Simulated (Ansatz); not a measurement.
**Abstraction of H: GeH2(GeH3)(OH) + GaH(CH3) → GeH(GeH3)(OH) + GaH2(CH3)**

Species: GeH2(GeH3)(OH), singlet; GaH(CH3), doublet; GeH(GeH3)(OH), doublet; GaH2(CH3), singlet. A radical takes H: the energy is the difference in strength between the Ge–H bond broken and the Ga–H bond made.

Shapes, held fixed at every level: PBE0-D4/def2-TZVP. Flexible molecules stand in one conformer, not always the lowest. Programs: Ansatz 0.2.0. Electronic energies: no zero-point or thermal term.

| level | kind | ΔE (kJ/mol) | less CCSD(T)/def2-SVP |
| --- | --- | --- | --- |
| MP2/def2-SVP | perturbation theory | +7.1 | +1.5 |
| MP2/def2-TZVPP | perturbation theory | +4.7 | -0.9 |
| HF/def2-SVP | Hartree–Fock | +9.3 | +3.7 |
| HF/def2-TZVPP | Hartree–Fock | +8.5 | +2.9 |
| SPW92/def2-TZVPP | LDA | -2.6 | -8.2 |
| PBE0-D4/def2-TZVPP | global hybrid | +1.2 | -4.4 |
| wB97M-V/def2-TZVPP | range-separated hybrid | -1.3 | -6.9 |
| CCSD(T)/def2-SVP | coupled cluster or CI | +5.6 | 0.0 |

The highest level, CCSD(T)/def2-SVP, gives ΔE = +5.6 kJ/mol; the levels span -2.6 to +9.3. They disagree on the sign: 6 of 8 are positive. The column of differences is taken from that level and isn't an error. No measured value is set beside it here. Open shells run unrestricted. Relativity is left out for Ga, Ge. Outer-core shells of Ga, Ge are correlated, in sets that cover them unevenly.
